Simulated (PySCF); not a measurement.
Choosing a molecule for a target property.

Species are written as SMILES; each is one conformer at its optimised geometry, gas phase, non-relativistic unless stated; the electronic structure was computed with PySCF and density fitting.

Dipoles, sizes and rotational constants follow the conformer. The torsions of the flexible species, by atom-mapped SMILES:
- `[CH3:1][CH2:2][SiH2:3][Si@H:4]([F:5])[S:6][SiH2:7][CH3:8]`: C1–C2–Si3–Si4 -179°, C2–Si3–Si4–F5 177°, Si3–Si4–S6–Si7 79°, Si4–S6–Si7–C8 74°
- `[CH:1]#[C:2][CH2:3][P@H+:4]([CH2:5][CH3:6])[CH2:7][CH2:8][CH3:9]`: C2–C3–P4–C5 -57°, C3–P4–C5–C6 171°, C3–P4–C7–C8 -49°, P4–C7–C8–C9 -57°
- `[CH2:1]=[C:2]([CH3:3])[P+:4]([CH3:5])([CH3:6])[CH:7]1[CH2:8][CH2:9]1`: C1–C2–P4–C5 27°, C2–P4–C7–C8 -15°

The conformers of `C1C[C@H]2CCC[C@@H](C1)[PH2+]2`, `CCC1=C(C)[P@H+](C)CC1` and `CCCC[PH+]1CC=CC1` aren't listed.

**Question.** Wanted: HOMO–LUMO gap below 7 eV (PBE0/pcSseg-1) and HOMO energy above -10 eV (PBE0/pcSseg-1), at GFN2-xTB geometries. Which candidate meets both?
A. `C=C(C)[P+](C)(C)C1CC1`
B. `CC[SiH2][Si@H](F)S[SiH2]C`
C. `CCCC[PH+]1CC=CC1`
D. `C1(=C(CC)CC[P@H+]1C)C`
E. `C#CC[P@H+](CC)CCC`
F. `C1[C@H]2[PH2+][C@H](CCC2)CC1`

**Answer.** B. Computed values:
```csv
species,HOMO–LUMO gap,HOMO energy
CC[SiH2][Si@H](F)S[SiH2]C,6.46 eV,-7.24 eV
C1(=C(CC)CC[P@H+]1C)C,6.87 eV,-11.52 eV
C=C(C)[P+](C)(C)C1CC1,7.28 eV,-12.22 eV
CCCC[PH+]1CC=CC1,7.71 eV,-11.79 eV
C#CC[P@H+](CC)CCC,8.10 eV,-11.99 eV
C1[C@H]2[PH2+][C@H](CCC2)CC1,8.65 eV,-12.85 eV
```
